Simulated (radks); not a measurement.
Question: The mean radii <r> (bohr) of the occupied orbitals of an atom or ion are listed with their occupations. Method: Dirac Kohn-Sham, LB94 model potential, spin-unpolarised, spherical densities, finite nucleus; Fermi nuclear charge, rms radius of each element as measured or else 0.836 A^(1/3) + 0.57 fm; computed with a radial shooting solver on a logarithmic mesh with Libxc functionals.

orbital  occ.      <r>
1s1/2       2  0.01630
2s1/2       2  0.06763
2p1/2       2  0.05548
2p3/2       4  0.06414
3s1/2       2   0.1699
3p1/2       2   0.1597
3p3/2       4   0.1737
3d3/2       4   0.1492
3d5/2       1   0.1535

Name the element and its charge. Open shells, if any, fill j = l - 1/2 first.

Answer: Z = 81, thallium, charge +58: Tl58+ in [Ar] 3d5. The 1s radius gives Z: for a bare nucleus <r> = (2 gamma + 1)/(2Z) with gamma = sqrt(1 - (Z/c)^2), 0.01613 bohr for Z = 81, and screening makes it slightly larger (0.01630 here). The occupations add up to 23, and the charge is Z minus that.
